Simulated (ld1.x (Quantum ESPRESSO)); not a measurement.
**H (Z = 1): one change to a PAW potential, before and after**

ld1.x (Quantum ESPRESSO) 7.5 input, shortened:

```
&input
   title='H', zed=1., rel=0, dft='PBESOL', iswitch=3,
   config='1s0.5 2p-2'
 /
 &inputp
   pseudotype=3, lpaw=.true., tm=.true., lloc=-1, rcloc=1.30,
   nlcc=.false.,
   which_augfun='BESSEL', rmatch_augfun=0.90
 /
4
1S  1  0   0.50   0.00  1.20  1.50  0.0
1S  1  0   0.00   0.10  1.20  1.50  0.0
2P  2  1  -2.00   0.05  1.20  1.55  0.0
2P  2  1  -2.00   0.75  1.20  1.55  0.0
 &test
   configts(1)='1s0.5'
 /
```

Change: type ultrasoft; local potential all-electron potential smoothed inside 1.20 bohr (lloc = -1); augmentation PSQ, inside the norm-conserving radii.

Cutoffs: the cutoffs (Ry, on a coarse ladder) from which the occupation-weighted sum of valence levels, in a spherical-Bessel basis at the reference potential, stays within 10 and 1 mRy of its value at 400 Ry; they do not see the model core or the augmentation charge, which bear on the density cutoff. Errors are all-electron minus pseudo energies relative to the spin-unpolarised reference configuration.

Q: How do hardness, ghosts and transferability respond?

A: The potential gets neither clearly harder nor softer (10 Ry and 18 Ry → 10 Ry and 18 Ry); neither file shows a bound ghost. Several settings change at once here, so the effects cannot be laid on one of them.

```csv
quantity,base,changed
"cutoff, loose",10 Ry,10 Ry
"cutoff, tight",18 Ry,18 Ry
bound ghosts,none,none
"error for 1s1, meV [ΔE -4.66 eV]",-0.1,+3.9
s: phases at 1.70 bohr within 0.05 rad from the reference energy up to (Ry; the scan ends near 5),3.8,3.7
p: phases at 1.70 bohr within 0.05 rad from the reference energy up to (Ry; the scan ends near 5),to the end of the scan,to the end of the scan
lowest overlap eigenvalue by channel,"s 0.95, p 0.96","s 0.94, p 0.90"
```
